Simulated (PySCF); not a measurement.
PySCF 2.14 output of an unrestricted r2SCAN calculation on a single atom or ion in aug-cc-pV5Z-PP with ECP28MDF, with scalar relativity through the core potential:

```
SCF conv_tol = 1e-09
number electrons alpha = 13  beta = 11
    J. W. Furness, A. D. Kaplan, J. Ning, J. P. Perdew, and J. Sun.,  J. Phys. Chem. Lett. 11, 8208-8215 (2020)
    J. W. Furness, A. D. Kaplan, J. Ning, J. P. Perdew, and J. Sun.,  J. Phys. Chem. Lett. 11, 9248-9248 (2020)
    J. W. Furness, A. D. Kaplan, J. Ning, J. P. Perdew, and J. Sun.,  J. Phys. Chem. Lett. 11, 8208-8215 (2020)
    J. W. Furness, A. D. Kaplan, J. Ning, J. P. Perdew, and J. Sun.,  J. Phys. Chem. Lett. 11, 9248-9248 (2020)
cycle= 1 E= -328.25690513926  delta_E= -0.00914  |g|= 0.0187  |ddm|= 1.01
cycle= 2 E= -328.257065126881  delta_E= -0.00016  |g|= 0.00616  |ddm|= 0.0559
cycle= 3 E= -328.257074698542  delta_E= -9.57e-06  |g|= 0.00255  |ddm|= 0.0185
cycle= 4 E= -328.257075837152  delta_E= -1.14e-06  |g|= 0.00031  |ddm|= 0.00562
cycle= 5 E= -328.257075889299  delta_E= -5.21e-08  |g|= 2.5e-05  |ddm|= 0.000799
cycle= 6 E= -328.257075889646  delta_E= -3.47e-10  |g|= 4.64e-06  |ddm|= 7.82e-05
converged SCF energy = -328.257075889646  <S^2> = 2.0047686  2S+1 = 3.0031774
```

The run itself started from symmetry-adapted Hartree-Fock orbitals and held the occupation by maximum overlap, on a logarithmic radial grid, so the iterations belong to that start.

Q: Which element, charge and spin multiplicity is this?

A: Xe²⁺ (xenon, charge +2), multiplicity 3; the state was [Kr] 4d10 5s2 5p4, high-spin 3P determinant.

Energies and moments cover only the electrons outside the core potential.
